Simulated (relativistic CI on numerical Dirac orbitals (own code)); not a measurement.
Hyperfine structure of Fe¹⁵⁺, mass number 57

Method of calculation: Dirac-Coulomb-Breit CI, orbitals from a KLI potential per configuration, QED by a radiative potential, unscaled Slater integrals (own radial code, finite nucleus).

Configuration list (outside the closed core [Ne]): 3s, 3p, 3d, 4s, 4p, 4d, 4f, 5s, 5p, 5d, 5f, 5g, 6s, 6p, 6d. Levels of other configurations are missing.

Nuclear spin I = 1/2, μ = 0.09064 μN (tables of Stone and Pyykkö). The electronic factors are computed for point nuclear moments, without core polarisation or the Bohr-Weisskopf and QED corrections.

```
     Level  E (cm⁻¹)  A (MHz)
 3s 2S_1/2         0    17060
3p 2P°_1/2    277834     4941
3p 2P°_3/2    298699      933
 3d 2D_3/2    676664    393.9
 3d 2D_5/2    679453    167.6
 4s 2S_1/2   1864608     6694
4p 2P°_1/2   1974836     1991
4p 2P°_3/2   1982954    376.9
```

Levels with J = 0, under 50 % of one LS term, or S terms without an open s electron are left out. Small factors come from cancelling terms and can be off by tens of per cent or more.

At this charge energies of transitions that change n are usually good to better than 1 %, and those within a shell (Δn = 0) to a few per cent.

**Question.** Give the hyperfine levels of 3s 2S_1/2 relative to its centre of gravity.

**Answer.** With K = F(F + 1) − I(I + 1) − J(J + 1), E = AK/2: F = 0: -12790, F = 1: 4264 MHz.
